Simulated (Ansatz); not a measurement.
Input for Ansatz (a program for electronic structure): R-PBE/def2-TZVPP on H2MgO (SMILES [OH][MgH]), atoms moved off the minimum.

Ansatz 0.2 input:
```yaml
crystal:
  periodic: [false, false, false]
  atoms:
    - {symbol: Mg, position_ang: [0.00747018, 0.09714662, -0.68028140]}
    - {symbol: H, position_ang: [0.12910769, -0.04693516, -2.31664683]}
    - {symbol: O, position_ang: [0.00508464, 0.12132306, 1.06028149]}
    - {symbol: H, position_ang: [0.04081135, -0.02455980, 2.00611203]}
basis:
  gaussian:
    orbitals: def2-TZVPP
hamiltonian:
  xc: {name: PBE}
scf: {lower_state_search: off}
output: {forces: true}
```

It printed:

```
WARN ansatz: RAYON_NUM_THREADS=1 ignored (pool sized by the plan → 1); use --threads N
Functional definition: PBE
these checks for a lower state are left out or cut short: stability, starts, cluster_reference, orbital_swaps, neighbouring_geometries, increment
integrals: 0.02 GiB planned
557 factors; their error is unknown
mean field: 0.17 GiB planned
mean field evaluation 1: about -7510.4859 eV, gradient 7.4e1 eV
mean field evaluation 2: about -7395.2501 eV, gradient 1.9e2 eV
mean field evaluation 4: about -7519.2319 eV, gradient 1.2e1 eV
mean field evaluation 8: about -7519.9061 eV, gradient 1.3e-1 eV
mean field evaluation 16: about -7519.9061 eV, gradient 2.2e-6 eV
mean field -7519.90612098 eV, -276.3514527706 hartree, gradient 2.3e-6 eV, S^2 0.000000; 0 other end points of the search recorded, 0 dependent functions left out
the calculation of the forces begins
reference -7519.90616096 eV, -276.3514542399 hartree; 11, 11 occupied and 80, 80 virtual orbitals, 557 factors
Total energy: -7519.90616096 eV, -276.3514542399 hartree
Atom 0 at     0.007470     0.097147    -0.680281 Å, force     0.038420    -0.058751    -0.283132 eV/Å
Atom 1 at     0.129108    -0.046935    -2.316647 Å, force    -0.003787     0.008749    -0.546900 eV/Å
Atom 2 at     0.005085     0.121323     1.060281 Å, force    -0.014895     0.004021     0.948906 eV/Å
Atom 3 at     0.040811    -0.024560     2.006112 Å, force    -0.019737     0.045982    -0.118875 eV/Å
Dipole moment:    -0.046701     0.016582     0.120927 e Å
Checks for a lower state left out: stability, starts, cluster_reference, orbital_swaps, neighbouring_geometries, increment
```

Self-consistency was reached.

Cost: very roughly 0.8 core-seconds.
